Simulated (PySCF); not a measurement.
PySCF input file for I₃Sb, SMILES [I][Sb-]([I])[I], charge -1, multiplicity 2, PBE-D3(BJ)/def2-SVPD. Geometry optimised at PBE-D3(BJ)/def2-SVPD. The def2 effective core potentials stand for the cores of I, Sb; spin–orbit coupling is left out.

```python
import numpy as np
from pyscf import gto, scf, dft, df
from pyscf.hessian import thermo

mol = gto.M(
    atom='''
    Sb   -0.00000000   -0.00000000    0.00000000
    I     2.96112216   -0.00000000    0.00000000
    I    -1.48056108    2.56440702    0.00000000
    I    -1.48056107   -2.56440702    0.00000000
    ''',
    basis='def2-SVPD',
    ecp={'I': 'def2-svp', 'Sb': 'def2-svp'},
    charge=-1,
    spin=1,
    max_memory=1600,
    verbose=3,
)
mf = dft.UKS(mol, xc='pbe').density_fit(auxbasis='def2-universal-jkfit')
mf.disp = 'd3bj'
mf.grids.level = 3
mf.conv_tol = 1e-11
mf.max_cycle = 100
mf.kernel()
fine, coarse = mf.grids, dft.Grids(mol).set(level=1).build(with_non0tab=True)
for _ in range(3):  # follow internal instabilities
    mf.grids = coarse
    mo, _, stable, _ = mf.stability(return_status=True, nroots=4)
    mf.grids = fine
    if stable:
        break
    mf.kernel(mf.make_rdm1(mo, mf.mo_occ))

# [left out here: the lines that compute and print the analytic Hessian (its translational invariance restored by hand, since the grid's response is missing), thermochemistry and intensities]
```

Log of the run:

```

WARN: HOMO -1.7553882280404 >= LUMO -1.7553882280404

converged SCF energy = -1133.54287519665  <S^2> = 0.75306345  2S+1 = 2.0030611
<class 'pyscf.df.df_jk.DFUKS'> wavefunction is stable in the internal stability analysis

WARN: DFTD3 does not support analytical Hessian, using finite difference


WARN: Mole.unit (angstrom) is changed to Bohr

Mode                                 0                   1                   2
Irrep
Freq [cm^-1]                       11.1821             12.1737             12.1809
Reduced mass [au]                 122.9679            126.4145            126.4145
Force const [Dyne/A]                0.0091              0.0110              0.0111
Char temp [K]                      16.0885             17.5152             17.5256
Normal mode                   x     y     z       x     y     z       x     y     z
       0  Sb                 0.00 -0.00 -0.08   -0.00 -0.03  0.00    0.03 -0.00  0.00
       1   I                 0.00  0.00  0.03   -0.00  0.06 -0.00    0.04  0.00 -0.00
       2   I                -0.00 -0.00  0.03    0.04 -0.01 -0.00   -0.03 -0.04 -0.00
       3   I                -0.00  0.00  0.03   -0.04 -0.02 -0.00   -0.03  0.04 -0.00
Mode                                 3                   4                   5
Irrep
Freq [cm^-1]                      110.9464            143.4942            143.4968
Reduced mass [au]                 126.9045            123.4315            123.4315
Force const [Dyne/A]                0.9204              1.4974              1.4975
Char temp [K]                     159.6271            206.4562            206.4599
Normal mode                   x     y     z       x     y     z       x     y     z
       0  Sb                 0.00  0.00 -0.00    0.07 -0.00 -0.00    0.00  0.07 -0.00
       1   I                 0.05 -0.00  0.00   -0.04  0.00  0.00   -0.00 -0.01  0.00
       2   I                -0.03  0.04  0.00   -0.01  0.02  0.00    0.02 -0.03  0.00
       3   I                -0.03 -0.04  0.00   -0.01 -0.02  0.00   -0.02 -0.03  0.00
temperature 298.1500 [K]
pressure 101325.00 [Pa]
Rotational constants [GHz] 0.30279 0.30279 0.15139
Symmetry number 6
Zero-point energy (ZPE) 0.00099 [Eh]   2592.750 [J/mol]
                           tot       elec      trans        rot        vib
Entropy [J/mol/K]       454.151      5.763    186.314    129.047    133.027
Cv [J/mol/K]             73.979      0.000     12.472     12.472     49.035
Cp [J/mol/K]             82.293      0.000     20.786     12.472     49.035
Internal energy [J/mol]                      3718.434   3718.434  15131.246
Internal energy [Eh]   -1133.53428  -1133.54288
Enthalpy [J/mol]                             6197.391   3718.434  15131.246
Enthalpy [Eh]          -1133.53334
Gibbs free energy [J/mol]                  -49352.137 -34756.783 -24530.710
Gibbs free energy [Eh] -1133.58491
mode   freq/cm-1   IR/(km/mol)
   1       11.18         0.895
   2       12.17         0.988
   3       12.18         0.988
   4      110.95         0.000
   5      143.49        59.008
   6      143.50        59.015
max |gradient| / (hartree/bohr): 0.00017759874209435304
APT charges: [ 1.2607 -0.7536 -0.7536 -0.7536]
```

Self-consistency was reached.
